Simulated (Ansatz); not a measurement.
A nudged elastic band was laid between two geometries of BH6N3 + H3P (14 atoms, charge 0, multiplicity 1).

Level of theory: RKS PBE0-D4/def2-SVP in Ansatz 0.2.0.

```json
{
  "movable images": "9",
  "climbing image": "yes",
  "spring": "5.0 eV/Å²",
  "optimiser": "quadratic models (default)",
  "start path": "through a guess of the saddle point",
  "force threshold": "0.03 eV/Å",
  "iteration limit": "60",
  "end points": "relaxed"
}
```

First end point:

```xyz
14
Properties=species:S:1:pos:R:3
B 0.107 -0.375 0.063
N 0.131 -0.912 1.389
H -0.701 -1.239 1.856
H 0.980 -1.248 1.818
N 1.328 -0.126 -0.637
H 2.214 -0.128 -0.152
H 1.341 0.480 -1.446
N -1.147 -0.041 -0.543
H -2.027 -0.374 -0.178
H -1.210 0.242 -1.510
P -0.892 2.869 0.786
H -2.272 2.526 0.900
H -0.978 3.860 1.818
H -0.467 1.841 1.677
```

Last end point:

```xyz
14
Properties=species:S:1:pos:R:3
B -0.283 0.841 -0.548
N 0.164 -0.579 2.602
H 0.337 0.290 3.106
H 0.556 -0.439 1.669
N 1.032 0.308 -0.527
H 1.283 -0.569 -0.964
H 1.833 0.850 -0.238
N -1.362 0.139 -1.124
H -1.260 -0.741 -1.614
H -2.309 0.485 -1.108
P -0.545 2.628 0.194
H -1.955 2.523 0.399
H -0.235 2.251 1.535
H -0.845 -0.612 2.461
```

**Question.** What changes between the two ends?

**Answer.** Bonds broken: B1–N2, P11–H14. Bonds formed: B1–P11, N2–H14. BH6N3 + H3P becomes BH6N2P + H3N.

**Question.** What energy profile does the band end with?

**Answer.** The forces met the threshold. The highest image is number 4 of 0 to 10, 1.71 eV above the first end and 1.14 eV above the last; the last end lies 0.58 eV above the first. The profile has 3 maxima (images 1, 4, 6) with wells between them (images 3, 5): this band takes more than one step, which may be the mechanism or a detour left from its start path. Neighbouring images differ by up to 1.7 eV, so the band resolves the path poorly. A vibrational analysis at the climbing image gives one clearly imaginary mode, 522i cm⁻¹: a first-order saddle point. The orbitals stay closed-shell, which can raise the energy where a bond breaks towards radicals; this wasn't checked here.

```json
{"image": "0", "path coordinate (Å)": "0.00", "energy (eV)": "0.00", "B1–N2 (Å)": "1.43", "P11–H14 (Å)": "1.43", "B1–P11 (Å)": "3.47"}
{"image": "1", "path coordinate (Å)": "1.51", "energy (eV)": "0.19", "B1–N2 (Å)": "1.42", "P11–H14 (Å)": "1.42", "B1–P11 (Å)": "3.47"}
{"image": "2", "path coordinate (Å)": "3.02", "energy (eV)": "0.18", "B1–N2 (Å)": "1.42", "P11–H14 (Å)": "1.43", "B1–P11 (Å)": "3.48"}
{"image": "3", "path coordinate (Å)": "4.52", "energy (eV)": "0.04", "B1–N2 (Å)": "1.43", "P11–H14 (Å)": "1.43", "B1–P11 (Å)": "3.39"}
{"image": "4", "path coordinate (Å)": "6.03", "energy (eV)": "1.71", "B1–N2 (Å)": "1.57", "P11–H14 (Å)": "2.15", "B1–P11 (Å)": "2.73"}
{"image": "5", "path coordinate (Å)": "7.89", "energy (eV)": "0.81", "B1–N2 (Å)": "1.70", "P11–H14 (Å)": "2.97", "B1–P11 (Å)": "2.02"}
{"image": "6", "path coordinate (Å)": "9.76", "energy (eV)": "0.91", "B1–N2 (Å)": "1.73", "P11–H14 (Å)": "3.51", "B1–P11 (Å)": "2.02"}
{"image": "7", "path coordinate (Å)": "11.62", "energy (eV)": "0.89", "B1–N2 (Å)": "2.62", "P11–H14 (Å)": "4.20", "B1–P11 (Å)": "1.96"}
{"image": "8", "path coordinate (Å)": "13.48", "energy (eV)": "0.66", "B1–N2 (Å)": "3.22", "P11–H14 (Å)": "4.26", "B1–P11 (Å)": "1.96"}
{"image": "9", "path coordinate (Å)": "15.34", "energy (eV)": "0.62", "B1–N2 (Å)": "3.37", "P11–H14 (Å)": "4.05", "B1–P11 (Å)": "1.95"}
{"image": "10", "path coordinate (Å)": "17.20", "energy (eV)": "0.58", "B1–N2 (Å)": "3.48", "P11–H14 (Å)": "3.97", "B1–P11 (Å)": "1.95"}
```

**Question.** What is the geometry of the highest image?

**Answer.** 
```xyz
14
Properties=species:S:1:pos:R:3:forces:R:3
B -0.045 0.007 0.037 0.00 0.00 0.00
N -0.101 -0.140 1.602 0.00 0.00 0.00
H -0.785 -0.832 1.919 0.00 0.00 0.00
H 0.808 -0.334 2.027 0.00 0.00 0.00
N 1.268 0.020 -0.519 0.00 0.00 0.00
H 1.339 0.156 -1.521 0.00 0.00 0.00
H 1.973 0.578 -0.055 0.00 0.00 0.00
N -1.184 -0.519 -0.641 0.00 0.00 0.00
H -2.101 -0.317 -0.259 0.00 0.00 0.00
H -1.208 -0.421 -1.649 0.00 0.00 0.00
P -0.780 2.598 0.472 0.00 0.00 0.00
H -2.094 2.454 1.037 0.00 0.00 0.00
H -0.264 3.229 1.656 0.00 0.00 0.00
H -0.416 0.895 1.736 0.00 0.00 0.00
```

The run took 9.2 min on 4 threads of Arm Neoverse V2 (shared host), peak memory 0.29 GiB.
